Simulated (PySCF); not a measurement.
Sb(Br)(OH)2 (BrH2O2Sb), SMILES [OH][Sb]([OH])[Br].

Geometry: B3LYP-D3(BJ)/def2-SVP. The structure was generated by enumeration; whether it is a known compound was not checked. The def2 effective core potentials stand for the cores of Sb; spin–orbit coupling is left out. One conformer was computed; it need not be the lowest.

Two levels are set side by side: PBE/def2-TZVP (PySCF) and r2SCAN/def2-TZVP (PySCF). Same geometry, gas phase. Differences are taken from unrounded values.

| quantity | PBE |
|---|---|
| orbital gap (eV) | 4.49 |
| highest occupied level (eV) | -7.02 |
| lowest empty level (eV) | -2.53 |
| dipole moment (D) | 0.62 |
| mean polarisability (bohr³) | 68.2 |

Question: These are the PBE values. What does r2SCAN give? (Estimate from the structure and the level; the computed values follow.)

Answer: 
```
quantity                     r2SCAN  PBE minus r2SCAN
---------------------------  ------  ----------------
orbital gap (eV)               4.96             -0.47
highest occupied level (eV)   -7.36              0.34
lowest empty level (eV)       -2.40             -0.13
dipole moment (D)              0.65             -0.03
mean polarisability (bohr³)    66.1               2.0
```

Rough cost on one machine, each run with all the roots and properties that it gave: r2SCAN against PBE about 3 times.
